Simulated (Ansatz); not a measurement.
CF₄, charge -1, doublet, at the geometry of the source list (a state made from the parent by changing its charge; the spin is typed, not shown lowest) (a gas-phase anion, which may not be bound at this level). Base run: PBE/3-21G run with Ansatz (an electronic-structure program).

Geometry (Å):
```xyz
5

F     -0.0365    -1.0307    -0.8145
C      0.0000     0.0000     0.0000
F     -0.1386     1.1093    -0.6908
F     -0.9771    -0.0971     0.8734
F      1.1522     0.0184     0.6318
```
Charge -1, spin multiplicity 2.
Orbitals are unrestricted.
All else is at Ansatz's defaults.
Base energy -434.33517 Eh.

The base run was repeated with changes; each row names its change, and settings that it needs were set with it.

```csv
change,ΔE vs base (kcal/mol)
base,0.000
fitting.mean_field = def2-universal-JKFIT,-0.216
forces = on,0.000
lower_state_search = light,0.000
"final_grid = 14, 28, 59",0.000
accuracy = high,0.003
nuclear_model = gaussian,0.046
"final_grid = 4, 8, 17",-0.88
fitting.mean_field = cc-pVTZ-JKFIT,-0.321
"point_charge = charge:0.5 position_ang:-2.2691, 1.7464, 3.227",-39.16
"point_charge = charge:-1.0 position_ang:2.3869, 0.9644, -3.4619",74.3
```

A gas-phase anion may not be bound at this level; its values then depend on the basis.
